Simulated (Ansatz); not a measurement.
Born–Oppenheimer molecular dynamics of H8OSi3 (12 atoms, charge 0, multiplicity 1). It starts from a relaxed structure.

These are results of Ansatz, RKS PBE0/STO-3G, not measurements.

- ensemble: NVT, Langevin thermostat
- time step: 1 fs
- steps asked: 150
- set temperature: 200 K
- friction: 0.05 /fs
- seed: 952871

First frame:

```xyz
12
Properties=species:S:1:pos:R:3
Si -0.094 -0.143 0.164
Si 0.192 0.189 2.381
H -1.036 0.004 3.117
H 1.177 -0.709 2.935
H 0.643 1.540 2.618
H 1.071 0.329 -0.551
H -1.227 0.645 -0.290
O -0.269 -1.771 -0.318
Si -1.695 -2.546 0.189
H -1.781 -2.628 1.634
H -2.885 -1.865 -0.283
H -1.657 -3.880 -0.360
```

Q: How far do the bonds stretch over the last three quarters of this one trajectory? (Pairs bonded in most of those frames.)

A: 
| bond | mean (Å) | spread (Å) | shortest | longest |
| --- | --- | --- | --- | --- |
| Si1–Si2 | 2.259 | 0.031 | 2.21 | 2.31 |
| Si1–H6 | 1.446 | 0.021 | 1.39 | 1.48 |
| Si1–H7 | 1.456 | 0.026 | 1.39 | 1.52 |
| Si1–O8 | 1.708 | 0.026 | 1.66 | 1.76 |
| Si2–H3 | 1.447 | 0.023 | 1.40 | 1.49 |
| Si2–H4 | 1.450 | 0.025 | 1.40 | 1.50 |
| Si2–H5 | 1.445 | 0.017 | 1.41 | 1.48 |
| O8–Si9 | 1.710 | 0.014 | 1.69 | 1.73 |
| Si9–H10 | 1.451 | 0.031 | 1.39 | 1.52 |
| Si9–H11 | 1.447 | 0.029 | 1.39 | 1.50 |
| Si9–H12 | 1.443 | 0.019 | 1.41 | 1.48 |

Mean temperature of the second half: 186 K. A run of 0.15 ps of so small a system gives no equilibrium averages. Limits of this set-up: minimal basis.

The run took 4.9 min on 1 thread of Arm Neoverse V2, with other jobs on the host, peak memory 0.1 GiB.
